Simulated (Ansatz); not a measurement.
Abridged output of a molecular run in Ansatz:

```
Functional definition: HF
1718 factors; integrals over basis functions are off by at most 1.0e-3 eV
mean field evaluation 1: about -13372.3131 eV, gradient 4.3e1 eV
mean field evaluation 2: about -13372.5210 eV, gradient 4.3e1 eV
mean field evaluation 4: about -13376.4448 eV, gradient 4.1e0 eV
mean field evaluation 8: about -13376.5124 eV, gradient 2.8e-1 eV
mean field -13376.51271174 eV, -491.5777752305 hartree, gradient 2.0e-6 eV, S^2 0.000000; 0 other end points of the search recorded, 0 dependent functions left out
8 core orbitals not correlated: weight in the atoms' cores, before any rotation towards them, 1.000 or more for the frozen orbitals, at most 0.000 for the correlated occupied ones
reference -13376.51271174 eV, -491.5777752305 hartree; 21, 21 occupied and 229, 229 virtual orbitals, 1718 factors
second order -32.06464751 eV of doubles, -0.00000000 eV of singles
cycle   1  -31.85455501 eV  change    2.1e-1 eV  update   1.3e-1
cycle   2  -32.57533115 eV  change   -7.2e-1 eV  update   3.9e-2
cycle   3  -32.75120530 eV  change   -1.8e-1 eV  update   2.1e-2
cycle   4  -32.73794351 eV  change    1.3e-2 eV  update   4.7e-3
cycle   5  -32.73276835 eV  change    5.2e-3 eV  update   1.9e-3
cycle   6  -32.73368408 eV  change   -9.2e-4 eV  update   6.1e-4
cycle   7  -32.73369271 eV  change   -8.6e-6 eV  update   2.4e-4
cycle   8  -32.73352929 eV  change    1.6e-4 eV  update   8.0e-5
cycle   9  -32.73352966 eV  change   -3.7e-7 eV  update   2.9e-5
perturbative correction -1.04848588 eV, -0.0385311452 hartree
Total energy: -13410.29472728 eV, -492.8192414033 hartree
```

Its atoms:

Cartesian coordinates in Å:
```
C 1.420 0.056 -0.405
C 0.170 -0.773 -0.286
F 0.384 -1.826 0.600
Sn -1.521 0.380 0.448
F -0.675 1.869 1.342
H 2.259 -0.574 -0.713
H 1.671 0.545 0.537
H 1.282 0.835 -1.160
H -0.096 -1.221 -1.249
H -2.429 -0.402 1.656
H -2.465 1.111 -0.772
```

Which basis set was used?
A. def2-QZVPP
B. cc-pV(Q+d)Z
C. def2-SVPD
D. def2-TZVPP

D. It gives 258 functions.

Write the keys of the input that set method, charge and spin (a neutral closed shell needs none for the last two).


```yaml
correlation: {method: ccsd_t}
```
